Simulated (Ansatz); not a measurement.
The same redistribution along the group Ti, Zr, Hf.

Gas-phase electronic energies from Ansatz, PBE0-D4/def2-TZVP geometries. CBS: MP2 limit from def2 TZ/QZ plus the TZ coupled-cluster correction, frozen cores. Functionals use def2-TZVPP. def2 core potentials past Kr. For Hf, Sn, Ti, Zr outer-core shells are correlated without core-valence functions, which leaves a few kJ/mol of doubt a bond. Scalar relativity is left out up to krypton. One conformer a species, not always the lowest.

| reaction | MP2/CBS(def2) (kcal/mol) | PBE0-D4 (kcal/mol) | ωB97M-V (kcal/mol) | CCSD(T)/CBS(def2) (kcal/mol) |
| --- | --- | --- | --- | --- |
| `[SH][Ti]([Cl])([Cl])[Cl]` + `[F][Sn][Cl]` → `[F][Ti]([Cl])([Cl])[Cl]` + `[SH][Sn][Cl]` | -10.2 | -17.1 | -16.6 | -13.5 |
| `[SH][Zr]([Cl])([Cl])[Cl]` + `[F][Sn][Cl]` → `[F][Zr]([Cl])([Cl])[Cl]` + `[SH][Sn][Cl]` | -16.8 | -19.6 | -19.4 | -17.7 |
| `[SH][Hf]([Cl])([Cl])[Cl]` + `[F][Sn][Cl]` → `[F][Hf]([Cl])([Cl])[Cl]` + `[SH][Sn][Cl]` | -17.9 | -20.3 | -19.8 | -18.6 |

Largest T1 diagnostic: 0.026, for `[SH][Ti]([Cl])([Cl])[Cl]`, so its coupled-cluster energy is less sure.
